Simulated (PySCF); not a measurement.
**Electron affinity of Pb by level of theory**

Pb- [Xe] 4f14 5d10 6s2 6p3 (4S) → Pb [Xe] 4f14 5d10 6s2 6p2 (3P), as a difference of total energies. All numbers are calculated (PySCF 2.14, the spin-free X2C one-electron Hamiltonian (Gaussian nucleus), in x2c-TZVPPall with one added diffuse shell each of s, p, d, f type (12s8p7d4f, 99 functions)). Correlated levels: valence: [Xe] 4f14 5d10 frozen; valence and next inner shell: [Kr] 4d10 4f14 frozen. The calculations carry no spin-orbit coupling.

```json
{"method": "UHF", "electron affinity (eV)": "0.883"}
{"method": "LDA", "electron affinity (eV)": "1.490"}
{"method": "PBE", "electron affinity (eV)": "1.328"}
{"method": "PBE0", "electron affinity (eV)": "1.313"}
{"method": "r2SCAN", "electron affinity (eV)": "1.422"}
{"method": "B2PLYP", "electron affinity (eV)": "1.171"}
{"method": "TPSSh", "electron affinity (eV)": "1.257"}
{"method": "r2SCAN0", "electron affinity (eV)": "1.421"}
{"method": "MP2 (valence)", "electron affinity (eV)": "1.228"}
{"method": "SCS-MP2 (valence)", "electron affinity (eV)": "1.093"}
{"method": "MP2 (valence and next inner shell)", "electron affinity (eV)": "1.314"}
{"method": "SCS-MP2 (valence and next inner shell)", "electron affinity (eV)": "1.134"}
```

Task: How much does correlation contribute at MP2 (valence and next inner shell)?

Result: 1.314 − (0.883) = 0.431 eV, measured against UHF.

Spin-orbit coupling is strong in these open shells (close to jj coupling). The scalar numbers leave it out and a first-order estimate fails, so it can dominate the gap to the real levels.

Errors of the correlated levels include the incompleteness of this basis and the frozen core.

In the anion the highest occupied orbital energy is positive at LDA, PBE, PBE0, r2SCAN, TPSSh, r2SCAN0, a self-interaction effect; the basis confines that electron, and the energy difference can still be sensible.

For comparison: 0.357 eV (measured; photodetachment measurements, as compiled on the Wikipedia data page of electron affinities).
